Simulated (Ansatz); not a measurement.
Reaction (formal loss of a carbene): `O[SiH](F)CF` → `[CH]F` + `O[SiH2]F`

Program: Ansatz. Geometries: PBE0-D4/def2-TZVP. ΔE: electronic, gas phase. CCSD(T)/CBS adds triple-zeta CCSD(T) − MP2 to the extrapolated MP2 energy (def2 sets, frozen cores). This one scheme is used for every species. Functionals use def2-TZVPP. One conformer a species, not always the lowest.

```tsv
species	B2PLYP energy (Eh)
`O[SiH](F)CF`	-604.87263
`[CH]F`	-138.37873
`O[SiH2]F`	-466.34805
```

Work out ΔE.

ΔE = (-138.37873) + (-466.34805) − (-604.87263) = 0.14585 Eh = +382.9 kJ/mol. CCSD(T)/CBS gives +384.4 kJ/mol.

What do rigid-rotor, harmonic-oscillator terms from PBE0-D4/def2-TZVP frequencies (298.15 K, 1 bar) make of the CCSD(T)/CBS value? (Best estimate.)

Ansatz gave: ΔZPE = -25.2 kJ/mol, ΔH = +363.2 kJ/mol, ΔS = 162 J/(mol·K), ΔG = +314.7 kJ/mol.

Largest T1 diagnostic among the species: 0.018.

From BLYP to BHLYP (50 % exact exchange), in def2-TZVPP and without D4, ΔE moves by +20.5 kJ/mol. At CCSD(T), def2-SVP lies −14.4 kJ/mol from the extrapolated value and def2-TZVPP −7.7 kJ/mol.
